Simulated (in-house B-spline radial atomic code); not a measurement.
Radial electron density of P⁴⁺, [Ne] 3s1. Computed with a radial B-spline atomic code at the basis-set limit: Dirac-Hartree-Fock, average of configuration, Fermi nucleus of rms radius 3.1889 fm.

Columns: r (bohr), 4πr²n(r) (electrons per bohr), bar.

```
 0.00387   0.3801 #
 0.00462   0.5285 #
 0.00552   0.7329 ##
  0.0066    1.012 ###
 0.00788    1.386 ####
 0.00941    1.883 #####
  0.0112    2.524 ######
  0.0134    3.375 #########
   0.016    4.443 ###########
  0.0192    5.803 ###############
  0.0229    7.377 ###################
  0.0273    9.179 ########################
  0.0327    11.19 #############################
   0.039    13.19 ##################################
  0.0466    15.02 #######################################
  0.0556    16.41 ##########################################
  0.0665    17.09 ############################################
  0.0794    16.88 ###########################################
  0.0948    15.76 #########################################
   0.113    14.02 ####################################
   0.135    12.17 ###############################
   0.162     10.9 ############################
   0.193    10.83 ############################
   0.231    12.01 ###############################
   0.275    13.87 ####################################
   0.329    15.51 ########################################
   0.393    15.83 #########################################
   0.469    14.33 #####################################
   0.561    11.22 #############################
    0.67    7.531 ###################
     0.8    4.328 ###########
   0.955    2.263 ######
    1.14    1.303 ###
    1.36   0.9686 ##
    1.63     0.77 ##
    1.94   0.5238 #
    2.32   0.2649 #
    2.77  0.09519 
    3.31  0.02264 
    3.96 0.003289 
    4.73 0.0002766 
    5.65 1.196e-05
```

On this grid the curve has 2 maxima, near 0.0665, 0.393 bohr.

The 2p3/2 radial function P(r) = rR(r), positive near the nucleus, with its small component Q(r) (sign convention: Q ≈ (P' + κP/r)/2c):

```csv
r (bohr),P,Q
0.00387,0.001559,-4.251e-05
0.00552,0.003129,-8.518e-05
0.00788,0.006259,-0.0001699
0.0112,0.01232,-0.0003333
0.016,0.02425,-0.0006521
0.0229,0.04717,-0.001258
0.0327,0.08949,-0.002359
0.0466,0.1644,-0.004261
0.0665,0.2908,-0.007369
0.0948,0.4866,-0.01197
0.135,0.7559,-0.01792
0.193,1.069,-0.02421
0.275,1.321,-0.02838
0.393,1.378,-0.02775
0.561,1.148,-0.02155
0.8,0.7142,-0.01251
1.14,0.2984,-0.004928
1.63,0.07055,-0.001107
2.32,0.007959,-0.0001185
```
